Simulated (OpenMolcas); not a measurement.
Ni⁶⁺: effect of the basis set

| Quantity | Value |
| --- | --- |
| Program | OpenMolcas 26.06 |
| Method | CASSCF |
| Active space | 4 electrons in 10 orbitals (3d 4d) |
| State averaging | 2S+1 = 5 even, 5 roots; 2S+1 = 3 even, 45 roots; 2S+1 = 1 even, 44 roots |
| Spin-orbit coupling | RASSI with atomic mean-field integrals over the reference wave functions, term energies averaged over their components |

A. ANO-RCC-VTZP [6s5p3d2f1g], DKH2, point nucleus; cost roughly 80 core-seconds
B. ANO-R2 [6s5p4d2f1g], X2C, finite nucleus; cost of the order of 60 core-seconds
C. ANO-RCC-VQZP [7s6p4d3f2g1h], DKH2, point nucleus; cost of the order of 80 core-seconds

Energies in cm-1 above 3d4 5D0, the measured ground level; measured values from Corliss and Sugar, J. Phys. Chem. Ref. Data 10, 197 (1981).

```json
{"Level": "3d4 5D0", "A": "0.0", "B": "0.0", "C": "0.0", "Measured": "0.0"}
{"Level": "3d4 5D1", "A": "290", "B": "282", "C": "280", "Measured": "279"}
{"Level": "3d4 5D2", "A": "843", "B": "820", "C": "814", "Measured": "804"}
{"Level": "3d4 5D3", "A": "1621", "B": "1580", "C": "1568", "Measured": "1520"}
{"Level": "3d4 5D4", "A": "2588", "B": "2525", "C": "2507", "Measured": "2392"}
{"Level": "3d4 3H4", "A": "32947", "B": "33320", "C": "33282", "Measured": "31672"}
{"Level": "3d4 3H5", "A": "33597", "B": "33951", "C": "33908", "Measured": "32286"}
{"Level": "3d4 3H6", "A": "34280", "B": "34616", "C": "34568", "Measured": "32877"}
{"Level": "3d4 3P0(1)", "A": "34491", "B": "34949", "C": "34920", "Measured": "30077"}
{"Level": "3d4 3P1(1)", "A": "36179", "B": "36601", "C": "36561", "Measured": "31836"}
{"Level": "3d4 3F2(1)", "A": "38108", "B": "38516", "C": "38467", "Measured": "34247"}
{"Level": "3d4 3F3(1)", "A": "38167", "B": "38580", "C": "38532", "Measured": "34317"}
{"Level": "3d4 3F4(1)", "A": "38474", "B": "38875", "C": "38825", "Measured": "34576"}
{"Level": "3d4 3P2(1)", "A": "38985", "B": "39358", "C": "39299", "Measured": "34555"}
{"Level": "3d4 3G3", "A": "41786", "B": "42226", "C": "42167", "Measured": "38160"}
{"Level": "3d4 3G4", "A": "42479", "B": "42905", "C": "42842", "Measured": "38746"}
{"Level": "3d4 3G5", "A": "42979", "B": "43398", "C": "43332", "Measured": "39247"}
{"Level": "3d4 1I6", "A": "50132", "B": "50584", "C": "50516", "Measured": ""}
{"Level": "3d4 1G4(1)", "A": "53019", "B": "53509", "C": "53436", "Measured": ""}
{"Level": "3d4 3D3", "A": "53833", "B": "54350", "C": "54273", "Measured": ""}
{"Level": "3d4 3D2", "A": "54033", "B": "54550", "C": "54471", "Measured": ""}
{"Level": "3d4 3D1", "A": "54313", "B": "54822", "C": "54741", "Measured": ""}
{"Level": "3d4 1S0", "A": "61336", "B": "61880", "C": "61795", "Measured": ""}
{"Level": "3d4 1D2", "A": "65372", "B": "65979", "C": "65884", "Measured": ""}
```

Deviations, from unrounded energies. A percentage is the sum of absolute deviations over the sum of measured energies, with the sign that they share, or ± where signs differ.

```json
{"Against measurement": "mean absolute deviation (cm-1)", "Levels": "16", "A": "2500", "B": "2800", "C": "2800"}
{"Against measurement": "fine structure of the ground term (%)", "Levels": "4", "A": "+6.9", "B": "+4.2", "C": "+3.5"}
{"Against measurement": "other terms of the ground configuration (%)", "Levels": "12", "A": "+9.7", "B": "+10.8", "C": "+10.7"}
```

A lies closest to measurement on these levels and B furthest from it. The largest miss of A in the table is 3d4 3P2(1), by +4400 cm-1. The ranking rests on the paired levels alone, and a cruder setting can come out closer through cancelling errors.

Among A to C the level of the table that moves most is 3d4 1D2, by 610 cm-1 (lowest in A, highest in B).

Without dynamic correlation excited terms often stand tens of per cent too high (terms of higher spin than the ground term too low), and those without a measured partner can miss by more than the paired ones. Active for correlation alone: 4d; no level in the range computed is led by a configuration that fills it, so any true level of that kind is missing. Computed and measured levels are paired by configuration, term and J; levels that our copy of the source lacks, or whose pairing is in doubt (as where it misses far off the trend of its configuration), stay unpaired and out of the deviations. Only configurations of the active space appear. Levels that lie high or do not pair safely by name in every column are left out.

A number in round brackets counts repeated terms of one configuration in the order of the reference energies.
